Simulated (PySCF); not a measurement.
Isomers of C4H12OSSi2, mass 164.015 u with the commonest isotopes. Method used: PBE0/pcSseg-1 in PySCF (dipole) on a GFN2-xTB geometry, gas phase. One conformer each, none proved a minimum here; rigid rotors.

Task: Order these by rotational constant B, largest first.
A. `[SiH3:1][O:2][SiH2:3][S:4][CH2:5][CH:6]1[CH2:7][CH2:8]1` with Si1–O2–Si3–S4 40°, O2–Si3–S4–C5 35°, Si3–S4–C5–C6 66°, S4–C5–C6–C7 75°
B. `[CH3:1][O:2][C@@H:3]1[C@@H:4]([SiH3:5])[Si@@H:6]1[S:7][CH3:8]` with C1–O2–C3–C4 -76°, C4–Si6–S7–C8 -99°
C. `[CH2:1]=[CH:2][Si@@H:3]([OH:4])[S:5][CH2:6][SiH2:7][CH3:8]` with C1–C2–Si3–O4 157°, C2–Si3–O4–H 150°, C2–Si3–S5–C6 60°, Si3–S5–C6–Si7 -178°, S5–C6–Si7–C8 -57°
D. `[SiH3:1][C@@H:2]([O:3][SiH2:4][SH:5])[CH:6]1[CH2:7][CH2:8]1` with Si1–C2–O3–Si4 180°, C2–O3–Si4–S5 177°, O3–Si4–S5–H -18°, Si1–C2–C6–C7 154°
E. `[CH3:1][C:2](=[S:3])[O:4][SiH2:5][CH2:6][CH2:7][SiH3:8]` with C1–C2–O4–Si5 180°, C2–O4–Si5–C6 -74°, O4–Si5–C6–C7 174°, Si5–C6–C7–Si8 62°

Result: B (770.2 MHz), A (736.5 MHz), D (670.0 MHz), C (576.6 MHz), E (475.1 MHz).

Task: Order these by radius of gyration √(Σ m r²/M), largest first.
A. `[CH3:1][C:2](=[S:3])[O:4][SiH2:5][CH2:6][CH2:7][SiH3:8]` with C1–C2–O4–Si5 180°, C2–O4–Si5–C6 -74°, O4–Si5–C6–C7 174°, Si5–C6–C7–Si8 62°
B. `[SiH3:1][O:2][SiH2:3][S:4][CH2:5][CH:6]1[CH2:7][CH2:8]1` with Si1–O2–Si3–S4 40°, O2–Si3–S4–C5 35°, Si3–S4–C5–C6 66°, S4–C5–C6–C7 75°
C. `[CH2:1]=[CH:2][Si@@H:3]([OH:4])[S:5][CH2:6][SiH2:7][CH3:8]` with C1–C2–Si3–O4 157°, C2–Si3–O4–H 150°, C2–Si3–S5–C6 60°, Si3–S5–C6–Si7 -178°, S5–C6–Si7–C8 -57°
D. `[SiH3:1][C@@H:2]([O:3][SiH2:4][SH:5])[CH:6]1[CH2:7][CH2:8]1` with Si1–C2–O3–Si4 180°, C2–O3–Si4–S5 177°, O3–Si4–S5–H -18°, Si1–C2–C6–C7 154°

Result: A (2.697 Å), C (2.582 Å), D (2.502 Å), B (2.383 Å).

Task: Order these by rotational constant A, smallest first.
A. `[CH3:1][C:2](=[S:3])[O:4][SiH2:5][CH2:6][CH2:7][SiH3:8]` with C1–C2–O4–Si5 180°, C2–O4–Si5–C6 -74°, O4–Si5–C6–C7 174°, Si5–C6–C7–Si8 62°
B. `[SiH3:1][O:2][SiH2:3][S:4][CH2:5][CH:6]1[CH2:7][CH2:8]1` with Si1–O2–Si3–S4 40°, O2–Si3–S4–C5 35°, Si3–S4–C5–C6 66°, S4–C5–C6–C7 75°
C. `[CH2:1]=[CH:2][Si@@H:3]([OH:4])[S:5][CH2:6][SiH2:7][CH3:8]` with C1–C2–Si3–O4 157°, C2–Si3–O4–H 150°, C2–Si3–S5–C6 60°, Si3–S5–C6–Si7 -178°, S5–C6–Si7–C8 -57°
D. `[SiH3:1][C@@H:2]([O:3][SiH2:4][SH:5])[CH:6]1[CH2:7][CH2:8]1` with Si1–C2–O3–Si4 180°, C2–O3–Si4–S5 177°, O3–Si4–S5–H -18°, Si1–C2–C6–C7 154°

Result: B (1593 MHz), D (1721 MHz), C (2061 MHz), A (2983 MHz).

```csv
SMILES,point group,Ia (u·Å²),Ib (u·Å²),Ic (u·Å²),κ,μa (D),μb (D),μc (D)
[SiH3][C@@H](O[SiH2]S)C1CC1,C1,293.69,754.30,1005.53,-0.73,3.08,0.53,0.52
CC(=S)O[SiH2]CC[SiH3],C1,169.40,1063.70,1153.62,-0.97,0.57,1.22,1.02
[SiH3]O[SiH2]SCC1CC1,C1,317.24,686.23,858.94,-0.71,0.18,1.82,0.29
C=C[Si@@H](O)SC[SiH2]C,C1,245.16,876.51,1065.89,-0.87,0.56,0.48,0.80
CO[C@@H]1[C@@H]([SiH3])[Si@@H]1SC,C1,316.87,656.17,898.46,-0.60,0.71,1.58,0.56
```
